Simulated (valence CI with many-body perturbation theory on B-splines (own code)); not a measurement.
Sensitivity of CI+MBPT for In8+

Calculated by valence CI with perturbative core correlation (CI+MBPT): five valence electrons over a frozen Dirac-Fock core [Kr], radial functions for each j: 6 s, 6 p, 5 d, 5 f, 1 g, with the one-electron correlation potential Σ1, the two-electron term Σ2, the three-electron term Σ3, Breit, model QED; selected CI, second order for the rest, scaled by the run's own slope (own B-spline code, finite nucleus).

No measured levels were compared; by estimate terms of the open shell hold to 2 to 4 % of their energy, and close levels can change places; different configurations can be misplaced against each other by 1,000 to 8,000 cm⁻¹. Among the levels kept, up to 450 cm⁻¹ of a level comes from second order outside the variational space, and about a tenth of that is noise between levels of different J, which matters for small intervals. Only levels of the ground parity were solved; by the run's estimate the other parity begins above the list, which can be wrong where configurations are misplaced.

The reference run has the lowest level 4d⁵ ⁶S_5/2 and an ionisation energy of 156.642 eV. Its largest variational space holds 9971 state functions.

Names give the largest LS component (configuration and term), which can be under half, so a name can repeat, a term be missing and a line seem to break the LS rules; names also repeat where a configuration has a term twice. Letters in brackets count levels of one name in rising energy.

Changed runs:
A. selection threshold (hartree) 2e-08 → 1e-06
B. selection threshold (hartree) 2e-08 → 1e-05
C. correlating orbitals by l 3 3 3 3 1 → 4 4 3 0 0
D. highest l in the core sums 6 → 2 (bad on purpose)

Excitation energies of the reference run in cm⁻¹, and shifts in cm⁻¹:

| Level | Reference | A | B | C | D |
| --- | --- | --- | --- | --- | --- |
| 4d⁵ ⁴G_5/2 | 32425 | -1.0 | -5.9 | +1590 |  |
| 4d⁵ ⁴G_7/2 | 34372 | -0.2 | -3.7 | +1466 | +1951 |
| 4d⁵ ⁴G_11/2 | 34887 | -2.3 | -17 | +1424 | +2517 |
| 4d⁵ ⁴G_9/2 | 35318 | -1.6 | -5.5 | +1419 | +2447 |
| 4d⁵ ⁴D_5/2 [a] | 36364 | -1.0 | -6.1 | +1684 |  |
| 4d⁵ ⁴D_3/2 | 37579 | -2.9 | -17 | +1780 | -2555 |
| 4d⁵ ⁴P_1/2 | 40092 | -1.6 | -25 | +1751 | -3102 |
| 4d⁵ ⁴D_7/2 | 42068 | -0.1 | -3.4 | +1910 | -30 |
| 4d⁵ ⁴D_1/2 | 45757 | -1.9 | -26 | +1809 | -1290 |
| 4d⁵ ⁴D_5/2 [b] | 46067 | -1.3 | -6.4 | +1923 | -1774 |
| 4d⁵ ⁴P_3/2 | 47341 | -3.1 | -13 | +1800 | -1968 |
| 4d⁵ ²I_11/2 | 49470 | -4.8 | -23 | +1896 | +5168 |
| Ionisation energy (eV) | 156.642 | +0.00019 | -0.0035 | -0.068 | -0.615 |

A blank means that the level has no clear partner in that run.
